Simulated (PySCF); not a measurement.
A structure optimised at B3LYP-D3(BJ)/def2-SVP, used in a PySCF frequency run:

```xyz
13

C      2.0260     0.3912    -0.0034
C      0.7376    -0.4038     0.0305
C     -0.1402    -0.3077     1.2970
C     -1.4947    -0.2019     0.5728
S     -0.6630     0.2456    -1.0237
H      2.4981     0.3468    -0.9979
H      1.8390     1.4488     0.2396
H      2.7466    -0.0149     0.7279
H      0.9275    -1.4537    -0.2473
H      0.0838     0.6244     1.8390
H     -0.0412    -1.1482     2.0036
H     -2.1905     0.5630     0.9455
H     -2.0269    -1.1617     0.4867
```

Question: Write its SMILES and formula.

Answer: C[C@H]1CCS1, C4H8S

Question: What are its rotational constants (standard atomic weights)?

Answer: 6.1783, 3.7359, 2.5706 GHz
